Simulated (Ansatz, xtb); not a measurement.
Two structures of C2H3Au

We compare X, a singlet given by its coordinates, with Y, `C=[CH][Au]`, a singlet. Both are isolated molecules in the gas phase, relaxed with PBE0-D3(BJ)/def2-SVP.

X (Å):

```csv
atom,x (Å),y (Å),z (Å)
C,-0.3379,-0.8093,0.0884
C,-0.9629,0.1729,-0.3078
Au,1.2005,0.5874,-0.7841
H,0.0247,-1.7416,0.4937
H,-1.6771,0.9330,-0.5850
H,2.5617,1.2535,-1.2801
```

Close contacts (Å): C1–C2 1.23, C1–Au3 2.25, C2–Au3 2.25, C1–H4 1.08, C2–H5 1.08, Au3–H6 1.59.

Y (Å):

```yaml
atoms:
  - { symbol: C, position_ang: [-1.0010, -0.9988, 1.2981] }
  - { symbol: C, position_ang: [-0.1008, -1.7064, 0.6182] }
  - { symbol: Au, position_ang: [1.4873, -2.5644, 1.4137] }
  - { symbol: H, position_ang: [-0.9437, -0.8246, 2.3754] }
  - { symbol: H, position_ang: [-1.8558, -0.5563, 0.7710] }
  - { symbol: H, position_ang: [-0.1853, -1.8641, -0.4634] }
```

Quicker runs give these differences E(Y) − E(X): GFN2-xTB −0.207 eV; r2SCAN-D4/def2-SVP −1.109 eV (at GFN2-xTB geometries).

**Question.** Estimate E(Y) − E(X) at the level CCSD(T)/def2-TZVPP.

**Answer.** Calculated at CCSD(T)/def2-TZVPP: E(Y) − E(X) = −0.666 eV, so structure Y lies lower.

Level by level:

```csv
level,geometry,E(Y) − E(X) (eV),departure from the last row (eV),"job, with rough time for the two"
GFN2-xTB,GFN2-xTB,−0.207,+0.458,"optimisation, 0.15 s"
r2SCAN-D4/def2-SVP,GFN2-xTB,−1.109,−0.443,"single point, 4.2 s"
PBE0-D3(BJ)/def2-SVP,PBE0-D3(BJ)/def2-SVP,−0.978,−0.313,"optimisation, 27 s"
HF/def2-TZVPP,PBE0-D3(BJ)/def2-SVP,−0.876,−0.210,part of the CCSD(T) run
MP2/def2-TZVPP,PBE0-D3(BJ)/def2-SVP,−0.476,+0.190,part of the CCSD(T) run
CCSD(T)/def2-TZVPP,PBE0-D3(BJ)/def2-SVP,−0.666,,"single point, 84 s"
```

The levels shown agree on the order. The largest departure from CCSD(T)/def2-TZVPP is that of GFN2-xTB, 0.458 eV.

With harmonic frequencies from PBE0-D3(BJ)/def2-SVP (ideal gas, rigid rotor, one conformer each, 1000 K, 1 atm): the zero-point term adds +0.153 eV; ΔH is −0.597 and ΔG −0.440 eV.

The T1 diagnostic of structure Y is large, so the coupled-cluster value is less sure. The correlated steps freeze 2 core orbitals; the last core shell of Au is correlated, in a basis made for valence electrons. Atoms past krypton carry core potentials in the def2 sets and no spin–orbit term is included. Codes used: Ansatz 0.2.0, xtb 6.7.1; the last row on 1 thread of Arm Neoverse V1 on a shared host.
